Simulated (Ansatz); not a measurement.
`C[O][Sc]([Cl])[Cl]` + `[OH][Zn][O][SiH3]` → `C[O][Zn][O][SiH3]` + `[OH][Sc]([Cl])[Cl]`  (substitution at a C–O bond)

Computed with Ansatz on PBE0-D4/def2-TZVP structures; ΔE is electronic, products minus reactants. CCSD(T)/CBS adds triple-zeta CCSD(T) − MP2 to the extrapolated MP2 energy (def2 sets, frozen cores). DFT in def2-TZVPP. For Sc, Zn outer-core shells are correlated without core-valence functions, which leaves a few kJ/mol of doubt a bond. Scalar relativity is left out up to krypton. Each species was taken in one conformer, which may not be the lowest.

Problem. Is it downhill or uphill in electronic energy at CCSD(T)/CBS, and by how much? (An estimate is asked.)

Solution. The calculation gave: Uphill: ΔE = +5.6 kcal/mol.

Problem. What do these levels give: r2SCAN-D4, B2PLYP, PBE0, r2SCAN0, SCS-MP2/def2-TZVPP, MP2/CBS(def2)? (Estimate.)

Solution. Ansatz gave: r2SCAN-D4 5.2, B2PLYP 5.5, PBE0 5.1, r2SCAN0 4.9, SCS-MP2/def2-TZVPP 5.4, MP2/CBS(def2) 6.0 kcal/mol.

Largest T1 diagnostic among the species: 0.016.

Leaving LDA and LC-ωPBE aside and taking each functional with its dispersion term where it has one, the values, not all of them listed here, spread over 0.8 kcal/mol, from ωB97M-V to PBE-D4. In def2-TZVPP, CCSD(T) changes the Hartree–Fock value by +1.4 kcal/mol (the triples alone add +0.4 kcal/mol) and MP2 by +1.8 kcal/mol.
